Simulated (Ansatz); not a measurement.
H7P3Si, SMILES P[SiH](P)P.

Geometry optimised at B3LYP-D3(BJ)/def2-SVP. This is a generated structure with no PubChem entry under its InChIKey; it may be hypothetical. One conformer was computed; it need not be the lowest.

Two levels are set side by side: PBE/def2-SVPD (Ansatz, a program for electronic structure) and CAM-B3LYP/def2-SVPD (Ansatz). Energy differences of separate SCF runs at the same geometry; the states with an electron removed or added have multiplicity 2 and 2. Differences are taken from unrounded values.

```tsv
quantity	CAM-B3LYP	PBE	PBE minus CAM-B3LYP
vertical ionisation energy (eV)	9.26	8.71	-0.55
vertical singlet–triplet gap (eV)	5.37	4.79	-0.58
```
